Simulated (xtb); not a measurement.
xtb input (GFN2-xTB):

```bash
xtb mol.xyz --gfn 2 --sp --chrg 0 --uhf 0
```
mol.xyz:
```
17

C     -2.16785120    -1.36101202     1.20173611
O     -0.84556157    -0.89682291     1.44995381
Si    -0.03633560     0.19662295     0.57728230
Br     0.09750425    -0.52762506    -1.54909997
O     -0.81621794     1.61204152     0.59727894
C     -0.43851112     2.79160097    -0.10379916
O      1.45984396     0.37751585     1.16102073
C      2.45890034    -0.63262750     1.24486697
H     -2.23716729    -1.82087103     0.21339836
H     -2.88415753    -0.53973049     1.26797860
H     -2.40396372    -2.10532872     1.96044685
H     -0.40854263     2.60884712    -1.18027000
H      0.54028992     3.14211202     0.22948256
H     -1.18486114     3.55513395     0.10922078
H      3.35368103    -0.17737063     1.66618298
H      2.13047310    -1.44763916     1.89284670
H      2.69055413    -1.03064173     0.25440863
```

Output:

```
           -------------------------------------------------
          |                Calculation Setup                |
           -------------------------------------------------

           -------------------------------------------------
          |                 G F N 2 - x T B                 |
           -------------------------------------------------

        Reference                      10.1021/acs.jctc.8b01176
      * Hamiltonian:
        H0-scaling (s, p, d)           1.850000    2.230000    2.230000
        zeta-weighting                 0.500000
      * Dispersion:
        s8                             2.700000
        a1                             0.520000
        a2                             5.000000
        s9                             5.000000
      * Repulsion:
        kExp                           1.500000    1.000000
        rExp                           1.000000
      * Coulomb:
        alpha                          2.000000
        third order                    shell-resolved
        anisotropic                    true
        a3                             3.000000
        a5                             4.000000
        cn-shift                       1.200000
        cn-exp                         4.000000
        max-rad                        5.000000

          ...................................................
          :                      SETUP                      :
          :.................................................:
          :  # basis functions                  53          :
          :  # atomic orbitals                  51          :
          :  # shells                           27          :
          :  # electrons                        50          :
          :  max. iterations                   250          :
          :  Hamiltonian                  GFN2-xTB          :
          :  restarted?                      false          :
          :  GBSA solvation                  false          :
          :  PC potential                    false          :
          :  electronic temp.          300.0000000     K    :
          :  accuracy                    1.0000000          :
          :  -> integral cutoff          0.2500000E+02      :
          :  -> integral neglect         0.1000000E-07      :
          :  -> SCF convergence          0.1000000E-05 Eh   :
          :  -> wf. convergence          0.1000000E-03 e    :
          :  Broyden damping             0.4000000          :
          :  net charge                          0          :
          :  unpaired electrons                  0          :
          ...................................................

 iter      E             dE          RMSdq      gap      omega  full diag
   1    -29.2950593 -0.292951E+02  0.602E+00    8.93       0.0  T
   2    -29.4008091 -0.105750E+00  0.400E+00    7.46       1.0  T
   3    -29.4073201 -0.651103E-02  0.215E+00    7.89       1.0  T
   4    -29.4013958  0.592430E-02  0.174E+00    7.09       1.0  T
   5    -29.4206314 -0.192356E-01  0.825E-01    7.54       1.0  T
   6    -29.4215475 -0.916106E-03  0.395E-01    7.63       1.0  T
   7    -29.4219708 -0.423238E-03  0.172E-01    7.62       1.0  T
   8    -29.4220460 -0.751825E-04  0.637E-02    7.61       1.0  T
   9    -29.4220481 -0.214889E-05  0.468E-02    7.65       1.0  T
  10    -29.4220731 -0.249594E-04  0.711E-03    7.63       3.4  T
  11    -29.4220730  0.602244E-07  0.258E-03    7.63       9.4  T
  12    -29.4220731 -0.881396E-07  0.112E-03    7.63      21.7  T
  13    -29.4220731 -0.125682E-07  0.210E-04    7.63     115.7  T
  14    -29.4220731 -0.284473E-09  0.101E-04    7.63     240.8  T

   *** convergence criteria satisfied after 14 iterations ***

         #    Occupation            Energy/Eh            Energy/eV
      -------------------------------------------------------------
         1        2.0000           -0.8569460             -23.3187
       ...           ...                  ...                  ...
        19        2.0000           -0.4663083             -12.6889
        20        2.0000           -0.4647900             -12.6476
        21        2.0000           -0.4516415             -12.2898
        22        2.0000           -0.4516415             -12.2898
        23        2.0000           -0.4388250             -11.9410
        24        2.0000           -0.4210159             -11.4564
        25        2.0000           -0.4210159             -11.4564 (HOMO)
        26                         -0.1404629              -3.8222 (LUMO)
        27                         -0.1165127              -3.1705
        28                         -0.1165127              -3.1705
        29                         -0.0944521              -2.5702
        30                         -0.0072706              -0.1978
       ...                                ...                  ...
        51                          0.8965900              24.3975
      -------------------------------------------------------------
                  HL-Gap            0.2805531 Eh            7.6342 eV
             Fermi-level           -0.2807394 Eh           -7.6393 eV

 SCC (total)                   0 d,  0 h,  0 min,  0.014 sec
 SCC setup                      ...        0 min,  0.000 sec (  1.092%)
 Dispersion                     ...        0 min,  0.000 sec (  0.622%)
 classical contributions        ...        0 min,  0.000 sec (  0.197%)
 integral evaluation            ...        0 min,  0.003 sec ( 22.712%)
 iterations                     ...        0 min,  0.006 sec ( 45.153%)
 molecular gradient             ...        0 min,  0.004 sec ( 29.561%)
 printout                       ...        0 min,  0.000 sec (  0.584%)

         :::::::::::::::::::::::::::::::::::::::::::::::::::::
         ::                     SUMMARY                     ::
         :::::::::::::::::::::::::::::::::::::::::::::::::::::
         :: total energy             -29.202061579725 Eh    ::
         :: gradient norm              0.025744667413 Eh/a0 ::
         :: HOMO-LUMO gap              7.634238272828 eV    ::
         ::.................................................::
         :: SCC energy               -29.421998491199 Eh    ::
         :: -> isotropic ES            0.085958931579 Eh    ::
         :: -> anisotropic ES         -0.010583954245 Eh    ::
         :: -> anisotropic XC         -0.022054668721 Eh    ::
         :: -> dispersion             -0.012921415974 Eh    ::
         :: repulsion energy           0.219936911475 Eh    ::
         :: add. restraining           0.000000000000 Eh    ::
         :: total charge              -0.000000000000 e     ::
         :::::::::::::::::::::::::::::::::::::::::::::::::::::

           -------------------------------------------------
          |                Property Printout                |
           -------------------------------------------------

    * Orbital Energies and Occupations

         #    Occupation            Energy/Eh            Energy/eV
      -------------------------------------------------------------
         1        2.0000           -0.8569460             -23.3187
       ...           ...                  ...                  ...
        13        2.0000           -0.5495443             -14.9539
        14        2.0000           -0.5444379             -14.8149
        15        2.0000           -0.5444378             -14.8149
        16        2.0000           -0.5424720             -14.7614
        17        2.0000           -0.4943040             -13.4507
        18        2.0000           -0.4663083             -12.6889
        19        2.0000           -0.4663083             -12.6889
        20        2.0000           -0.4647900             -12.6476
        21        2.0000           -0.4516415             -12.2898
        22        2.0000           -0.4516415             -12.2898
        23        2.0000           -0.4388250             -11.9410
        24        2.0000           -0.4210159             -11.4564
        25        2.0000           -0.4210159             -11.4564 (HOMO)
        26                         -0.1404629              -3.8222 (LUMO)
        27                         -0.1165127              -3.1705
        28                         -0.1165127              -3.1705
        29                         -0.0944521              -2.5702
        30                         -0.0072706              -0.1978
        31                         -0.0072706              -0.1978
        32                          0.0408450               1.1114
        33                          0.0408450               1.1114
        34                          0.0925176               2.5175
        35                          0.1011053               2.7512
        36                          0.1011053               2.7512
       ...                                ...                  ...
        51                          0.8965900              24.3975
      -------------------------------------------------------------
                  HL-Gap            0.2805531 Eh            7.6342 eV
             Fermi-level           -0.2807394 Eh           -7.6393 eV

     #   Z          covCN         q      C6AA      α(0)
     1   6 C        3.687     0.040    20.092     6.416
     2   8 O        1.619    -0.361    20.121     6.054
     3  14 Si       3.332     0.697   109.393    20.997
     4  35 Br       0.826    -0.214   190.733    22.267
     5   8 O        1.619    -0.361    20.121     6.054
     6   6 C        3.687     0.040    20.092     6.416
     7   8 O        1.619    -0.361    20.121     6.054
     8   6 C        3.687     0.040    20.092     6.416
     9   1 H        0.924     0.052     2.290     2.367
    10   1 H        0.924     0.047     2.363     2.404
    11   1 H        0.925     0.061     2.189     2.314
    12   1 H        0.924     0.052     2.290     2.367
    13   1 H        0.924     0.047     2.363     2.404
    14   1 H        0.925     0.061     2.189     2.314
    15   1 H        0.925     0.061     2.189     2.314
    16   1 H        0.924     0.047     2.363     2.404
    17   1 H        0.924     0.052     2.290     2.367

 Mol. C6AA /au·bohr⁶  :       4124.156672
 Mol. C8AA /au·bohr⁸  :     140412.625445
 Mol. α(0) /au        :        101.928672

Wiberg/Mayer (AO) data.
largest (>0.10) Wiberg bond orders for each atom

 ---------------------------------------------------------------------------
     #   Z sym  total        # sym  WBO       # sym  WBO       # sym  WBO
 ---------------------------------------------------------------------------
     1   6 C    3.929 --    10 H    0.987     9 H    0.984    11 H    0.982
                             2 O    0.974
     2   8 O    2.273 --     3 Si   1.136     1 C    0.974
     3  14 Si   4.377 --     5 O    1.136     7 O    1.136     2 O    1.136
                             4 Br   0.969
     4  35 Br   1.139 --     3 Si   0.969
     5   8 O    2.273 --     3 Si   1.136     6 C    0.974
     6   6 C    3.929 --    13 H    0.987    12 H    0.984    14 H    0.982
                             5 O    0.974
     7   8 O    2.273 --     3 Si   1.136     8 C    0.974
     8   6 C    3.929 --    16 H    0.987    17 H    0.984    15 H    0.982
                             7 O    0.974
     9   1 H    0.997 --     1 C    0.984
    10   1 H    0.998 --     1 C    0.987
    11   1 H    0.996 --     1 C    0.982
    12   1 H    0.997 --     6 C    0.984
    13   1 H    0.998 --     6 C    0.987
    14   1 H    0.996 --     6 C    0.982
    15   1 H    0.996 --     8 C    0.982
    16   1 H    0.998 --     8 C    0.987
    17   1 H    0.997 --     8 C    0.984
 ---------------------------------------------------------------------------

Topologies differ in total number of bonds
Note: The following floating-point exceptions are signalling: IEEE_UNDERFLOW_FLAG IEEE_DENORMAL
normal termination of xtb
Writing topology from bond orders to xtbtopo.mol

molecular dipole:
                 x           y           z       tot (Debye)
 q only:       -0.002       0.012       0.035
   full:       -0.100       0.542       1.591       4.279
molecular quadrupole (traceless):
                xx          xy          yy          xz          yz          zz
 q only:        4.690       0.272       3.267       0.799      -4.324      -7.957
  q+dip:        8.245       0.479       5.744       1.405      -7.603     -13.988
   full:        9.157       0.531       6.379       1.560      -8.444     -15.536

           -------------------------------------------------
          | TOTAL ENERGY              -29.202061579725 Eh   |
          | GRADIENT NORM               0.025744667413 Eh/α |
          | HOMO-LUMO GAP               7.634238272828 eV   |
           -------------------------------------------------

------------------------------------------------------------------------
------------------------------------------------------------------------
 total:
 SCF:
```
